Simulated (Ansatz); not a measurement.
Species: H₃B, SMILES `B` (charge 0, multiplicity 1), formula H3B.

Question: How many basis functions does frozen-core CCSD(T)/cc-pVTZ // r2SCAN-D4/def2-TZVP run with Ansatz (a program for electronic structure) use, how many core orbitals are frozen, and how many electrons are correlated?

Answer: 72 basis functions and 1 frozen orbitals, which leaves 6 correlated electrons. Core time is of the order of seconds.
